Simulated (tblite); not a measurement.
C3H9Ga, triplet, geometry from GFN2-xTB (such geometries of metal compounds can be far from the true shape) (a higher spin typed on purpose: for a closed-shell molecule this is an excited state); GFN1-xTB (tblite 0.6.0).

Input for tblite:
```
$ tblite run mol.xyz --method gfn1 --charge 0 --spin 2 --spin-polarized --json tblite.json --no-restart

# file mol.xyz
13

Ga    -0.29203971     0.33248422     0.32507992
C     -0.81222176    -1.79125288    -0.37264226
H     -0.10149786    -2.12380947    -1.11828279
H     -1.78597217    -1.58621334    -0.80809556
H     -0.87885691    -2.46902136     0.46929178
C      0.08037324     1.48913743    -1.43629314
H      0.58076296     0.84265399    -2.16014170
H      0.72752364     2.34157557    -1.22331300
H     -0.84339354     1.86241547    -1.88118647
C      1.65518927    -0.78188169     0.80937839
H      2.22246012     0.04171239     1.23329735
H      2.09165519    -1.13347279    -0.11706188
H      1.50050503    -1.57886848     1.52535701
```

What the program printed (banner, timings and long lists left out):

```
xTB calculator
 | screened Coulomb repulsion
 | Coulomb electrostatics
 |  * isotropic Klopman-Ohno-Mataga-Nishimoto electrostatics
 |  * onsite third-order electrostatics
 | DFT-D3(BJ) dispersion correction
 | Interactions (1)
 | [1] spin polarization

halogen bonding energy    0.0000000000000E+00 Eh
repulsion energy          1.5833496541073E-01 Eh
dispersion energy        -3.6801563673862E-03 Eh
interaction energy        0.0000000000000E+00 Eh
number of electrons       2.4000000000000E+01 e
integral cutoff           4.0000000000000E+01 bohr

------------------------------------------------------------
  cycle        total energy    energy error   density error
------------------------------------------------------------
      1     -12.35062679722  -1.2505282E+01   3.8290452E-01
      2     -12.35758498253  -6.9581853E-03   2.2322283E-01
      3     -12.35805537385  -4.7039132E-04   2.4534727E-02
      4     -12.35865516531  -5.9979146E-04   8.8013820E-03
      5     -12.35868951370  -3.4348386E-05   5.5055607E-03
      6     -12.35867219647   1.7317229E-05   4.2833591E-03
      7     -12.35872186360  -4.9667130E-05   3.2507560E-04
      8     -12.35872195411  -9.0506440E-08   1.7668315E-04
      9     -12.35872196661  -1.2505676E-08   5.1484261E-05
     10     -12.35872196821  -1.5929675E-09   5.7326924E-06
------------------------------------------------------------

electronic energy        -1.2513376777250E+01 Eh
total energy             -1.2358721968207E+01 Eh

Post processing:
 | Mayer-Wiberg bond orders

[Info] JSON dump of results written to 'tblite.json'
```
